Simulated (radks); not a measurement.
Values are calculated unless marked as measured or tabulated.
The xenon ion Xe2+ inside a hard spherical wall (all orbitals vanish at R), configuration held at [Kr] 4d10 5s2 5p4 and not refilled when levels cross. Level of theory: scalar-relativistic Kohn-Sham, PBE, spin-polarised, spherical densities, finite nucleus; open shells are filled with parallel spins first (spin-orbit coupling, left out, can overturn this in heavy ions); Fermi nuclear charge, rms radius 4.7859 fm (a radial shooting solver on a logarithmic mesh with Libxc functionals). Eigenvalues in eV for spin up, with the zero of energy where the potential of the charges vanishes at infinity; a dash marks a level that is unbound or too diffuse for the functional's potential to be trusted. A positive occupied level is held by the wall or, in an anion where self-interaction has pushed it up, behind a barrier. The pressure on the wall is -dE/dV.

| R (bohr) | E (hartree) | kinetic (hartree) | e(4p) | e(4d) | e(5s) | e(5p) | e(5d, empty) | e(6s, empty) | pressure (GPa) |
|---|---|---|---|---|---|---|---|---|---|
| free | -7445.80758 | 7829.611 | -162.63 | -80.713 | -39.991 | -27.344 | -12.179 | -11.689 | 0 |
| 15 | -7445.80758 | 7829.611 | -162.63 | -80.713 | -39.991 | -27.344 | -12.179 | -11.689 | < 0.0001 |
| 12 | -7445.80758 | 7829.611 | -162.63 | -80.713 | -39.991 | -27.344 | -12.179 | -11.688 | < 0.0001 |
| 10 | -7445.80758 | 7829.611 | -162.63 | -80.713 | -39.991 | -27.344 | -12.177 | -11.676 | < 0.0001 |
| 8 | -7445.80756 | 7829.611 | -162.63 | -80.712 | -39.990 | -27.343 | -12.150 | -11.521 | 0.00144 |
| 7 | -7445.80739 | 7829.614 | -162.62 | -80.704 | -39.984 | -27.337 | -12.064 | -11.131 | 0.0206 |
| 5 | -7445.78959 | 7829.790 | -162.16 | -80.251 | -39.643 | -26.946 | -10.607 | -6.283 | 3.70 |
| 4 | -7445.65226 | 7830.775 | -160.17 | -78.318 | -38.128 | -25.047 | -6.453 | 5.299 | 48.1 |
| 3 | -7444.52825 | 7836.546 | -152.24 | -70.713 | -30.436 | -15.055 | 10.182 | 46.638 | 706 |
| 2.5 | -7442.02363 | 7847.141 | -142.27 | -61.202 | -16.850 | 2.062 | 34.824 | 103.58 | 3160 |
| 2 | -7433.53789 | 7879.404 | -121.17 | -40.303 | 23.272 | 49.871 | 95.486 | 235.93 | 18000 |
